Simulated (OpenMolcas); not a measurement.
OpenMolcas run: Ca I

Input:

```
&GATEWAY
Coord
1

Ca 0.0 0.0 0.0
Basis=ANO-RCC-VQZP
Group=XYZ
NoMove
AngMom=0.0 0.0 0.0
AMFI
&SEWARD
Relativistic=R03O02
&RASSCF
FileOrb=start.orb
Symmetry=1
Spin=3
nActEl=2 0 0
Inactive=3 6
Ras2=1 3
CIRoot=3 3 1
SDav=3
CIMx=300
Iter=120 100
PrWF=0.3
OrbListing=Nothing
MaxOrb=0
Atom
>>> COPY $Project.JobIph JOB001
&RASSCF
FileOrb=start.orb
Symmetry=1
Spin=1
nActEl=2 0 0
Inactive=3 6
Ras2=1 3
CIRoot=6 6 1
SDav=7
CIMx=300
Iter=120 100
PrWF=0.3
OrbListing=Nothing
MaxOrb=0
Atom
>>> COPY $Project.JobIph JOB002
&RASSCF
FileOrb=start.orb
Symmetry=2
Spin=3
nActEl=2 0 0
Inactive=3 6
Ras2=1 3
CIRoot=3 3 1
SDav=3
CIMx=300
Iter=120 100
PrWF=0.3
OrbListing=Nothing
MaxOrb=0
Atom
>>> COPY $Project.JobIph JOB003
&RASSCF
FileOrb=start.orb
Symmetry=2
Spin=1
nActEl=2 0 0
Inactive=3 6
Ras2=1 3
CIRoot=3 3 1
SDav=3
CIMx=300
Iter=120 100
PrWF=0.3
OrbListing=Nothing
MaxOrb=0
Atom
>>> COPY $Project.JobIph JOB004
&RASSI
NrOfJobIphs=4 3 6 3 3
1 2 3
1 2 3 4 5 6
1 2 3
1 2 3
IphNames
JOB001
JOB002
JOB003
JOB004
EJob
SpinOrbit
DIPRint=1.0
SOCoupling=1000.0
Subsets=2
MEES
Property=10
'ANGMOM' 1 'ANGMOM' 2 'ANGMOM' 3 'MLTPL  1' 1 'MLTPL  1' 2 'MLTPL  1' 3
'AMFI' 1 'AMFI' 2 'AMFI' 3 'MLTPL  2' 6
SOProperty=3
'ANGMOM' 1 'ANGMOM' 2 'ANGMOM' 3
```

Launched by
```bash
OMP_NUM_THREADS=1 MOLCAS_MEM=2252 MOLCAS_PROJECT=a pymolcas a.inp > a.log  # once for each step of the input, in one work folder
```

A driver script runs the steps one by one and writes start.orb anew before each from the orbitals found so far.

Output, cut to the results:

```
--- SEWARD ---
Basis set label: CA.ANO-RCC...7S6P3D2F1G.

      Electronic valence basis set:
      ------------------
      Associated Effective Charge  20.000000 au
      Associated Actual Charge     20.000000 au
      Nuclear Model: Point charge

      Shell  nPrim  nBasis  Cartesian Spherical Contaminant
         s      20       7        X
         p      16       6        X
         d       6       3                 X
         f       4       2                 X
         g       2       1                 X
Relativistic=R03O02
                  Relativistic Douglas-Kroll-Hess integrals:
                    - DKH order of Hamiltonian: 3
                    - DKH order of Properties : 2
--- RASSCF ---
Wave function specifications:
      -----------------------------

      Number of closed shell electrons          18
      Number of electrons in active shells       2
      Max number of holes in RAS1 space          0
      Max nr of electrons in RAS3 space          0
      Number of inactive orbitals                9
      Number of active orbitals                  4
      Number of secondary orbitals              50
      Spin quantum number                      1.0
      State symmetry                             1
Orbital specifications:
      -----------------------

      Symmetry species                           1   2
                                                ag  au
      Frozen orbitals                            0   0
      Inactive orbitals                          3   6
      Active orbitals                            1   3
      RAS1 orbitals                              0   0
      RAS2 orbitals                              1   3
      RAS3 orbitals                              0   0
      Secondary orbitals                        27  23
      Deleted orbitals                           0   0
      Number of basis functions                 31  32
      Number of CSFs                             3
      Number of root(s) required                 3
      Iter CI   SX   CI       RASSCF       Energy    max ROT     max BLB   max BLB  Level Ln srch  Step   QN
          iter iter root      energy       change     param      element    value   shift minimum  type update
 Nr of preliminary CI iterations:   1
 ###############################################################################
 ###############################################################################
 ###                                                                         ###
 ###                                                                         ###
 ###    WARNING: Problems in orbital optimization.                           ###
 ###                                                                         ###
 ###                                                                         ###
 ###############################################################################
 ###############################################################################
  Warning: In symmetry  1, orbital p=   4 has diagonal density matrix element D(p,p) close to zero. D(p,p)=  0.000000E+00
        1   1    3    0  -679.48316230    0.00E+00   1.47E-07    3   5 1 -8.18E-07   0.50   0.00    SX    NO
        ...
 ###############################################################################
 ###############################################################################
  Warning: In symmetry  1, orbital p=   4 has diagonal density matrix element D(p,p) close to zero. D(p,p)=  0.000000E+00
        4   1    2    0  -679.48316230   -5.68E-13  -5.69E-08    9  15 2 -5.78E-08   0.50   0.00    SX    NO
      Convergence after  4 iterations
        5   1    2    0  -679.48316230    1.25E-12  -5.69E-08    6  16 2 -5.42E-08   0.50   0.00    SX    NO
      Natural orbitals and occupation numbers for root  1
      sym 1:   0.000000
      sym 2:   1.000000   0.000000   1.000000
      Natural orbitals and occupation numbers for root  2
      sym 1:   0.000000
      sym 2:  -0.000000   1.000000   1.000000
      Natural orbitals and occupation numbers for root  3
      sym 1:   0.000000
      sym 2:   1.000000   1.000000   0.000000
::    RASSCF root number  1 Total energy:   -679.48316230
::    RASSCF root number  2 Total energy:   -679.48316230
::    RASSCF root number  3 Total energy:   -679.48316230
--- RASSCF ---
Wave function specifications:
      -----------------------------

      Number of closed shell electrons          18
...
--- RASSI ---
SPIN-FREE ENERGIES:
  (Shifted by EMIN (a.u.) =       -679.6583474150)

 SF State       Relative EMIN(au)   Rel lowest level(eV)    D:o, cm**(-1)      L_eff

     4             0.0000000000        0.0000000000              0.0000         0.0
    10             0.0619732037        1.6863767817          13601.5460         1.0
    11             0.0619732037        1.6863767817          13601.5460         1.0
    12             0.0619732037        1.6863767817          13601.5460         1.0
    13             0.1292414623        3.5168393498          28365.2223         1.0
    14             0.1292414623        3.5168393498          28365.2223         1.0
    15             0.1292414623        3.5168393498          28365.2223         1.0
     2             0.1751851183        4.7670299182          38448.6893         1.0
     3             0.1751851183        4.7670299182          38448.6893         1.0
     1             0.1751851183        4.7670299182          38448.6893         1.0
     9             0.1975369751        5.3752549279          43354.3548         2.0
     8             0.1975369751        5.3752549279          43354.3548         2.0
     5             0.1975369751        5.3752549279          43354.3548         2.0
     6             0.1975369751        5.3752549279          43354.3548         2.0
     7             0.1975369751        5.3752549279          43354.3548         2.0
     Dipole printing threshold changed to   1.00000000E+00

++ Dipole transition strengths (spin-free states):
   -----------------------------------------------
     for osc. strength at least  1.00000000E+00

  ( Max oscillator strength is only   0.69765630056490602      )
--
Eigenvalues of complex Hamiltonian:
   -----------------------------------
  (Shifted by EMIN (a.u.) =       -679.6583474150)

 SO State       Relative EMIN(au)   Rel lowest level(eV)    D:o, cm**(-1)     J-value

...
```

The J values that RASSI prints are effective ones from its own formula and need not be integers or half-integers; the table below assigns J from the states.

Levels above the lowest, from the spin-orbit matrix, grouped by J:

| Configuration | Term | J | E (cm⁻¹) | Measured (cm⁻¹) | Term weight % |
| --- | --- | --- | --- | --- | --- |
| 4s² | ¹S | 0 | 0.0 | 0.0 | 100 |
| 4s 4p | ³P° | 0 | 13526 | 15158 | 100 |
| 4s 4p | ³P° | 1 | 13564 | 15210 | 100 |
| 4s 4p | ³P° | 2 | 13639 | 15316 | 100 |
| 4s 4p | ¹P° | 1 | 28365 | 23652 | 100 |
| 4p² | ³P | 0 | 38379 | 38418 | 100 |
| 4p² | ³P | 1 | 38414 | 38465 | 100 |
| 4p² | ³P | 2 | 38483 | 38552 | 100 |
| 4p² | ¹D | 2 | 43355 |  | 100 |

Against the 7 measured excited levels shown (NIST Handbook of Basic Atomic Spectroscopic Data) the mean absolute deviation is 1400 cm-1; the largest miss in energy is 4s 4p ¹P°₁: computed 28365, measured 23652 cm⁻¹ (+19.9 %).

Without dynamic correlation excited terms often stand tens of per cent too high (terms of higher spin than the ground term too low), and those without a measured partner can miss by more than the paired ones. The ¹D term of p² mixes with s d, which this space lacks. Computed and measured levels are paired by configuration, term and J; levels that our copy of the source lacks, or whose pairing is in doubt (as where it misses far off the trend of its configuration), stay unpaired and out of the deviations. Levels of configurations outside the active space are missing. The first state left out of the spin-orbit step lies near 56000 cm-1 above the lowest spin-free state of the reference (among the parities and spins computed), and the list stops at four fifths of that energy or lower.

The RASSCF and RASSI steps took 9.1 s on 1 thread of Intel(R) Xeon(R) 6975P-C (Granite Rapids), on a shared host; the integral step is not counted.

The term weight is that of the spin-free term in the level, not the purity of its configuration. ° marks odd parity.
